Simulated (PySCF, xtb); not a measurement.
C₅H₅FO, SMILES C#C[C@@]1(F)CCO1.

Harmonic wavenumbers (cm⁻¹) from GFN2-xTB (xtb) at its own minimum, in rising order: 90, 150, 164, 342, 431, 474, 502, 616, 672, 680, 795, 881, 895, 1019, 1046, 1064, 1100, 1115, 1151, 1193, 1228, 1257, 1435, 1472, 2278, 2956, 2974, 3040, 3046, 3391.

Task: What does PBE-D3(BJ)/def2-SVP run with PySCF give at its own minimum? (An estimate is asked for; the answer gives what the named calculation found.)

Result: 77, 169, 185, 358, 447, 510, 541, 630, 671, 674, 755, 862, 898, 967, 994, 1050, 1115, 1125, 1153, 1185, 1237, 1297, 1391, 1457, 2168, 2976, 3033, 3038, 3113, 3405. Paired by order, the mean absolute difference is 26 cm⁻¹ and the zero-point energies are 53.5 and 53.6 kcal/mol.
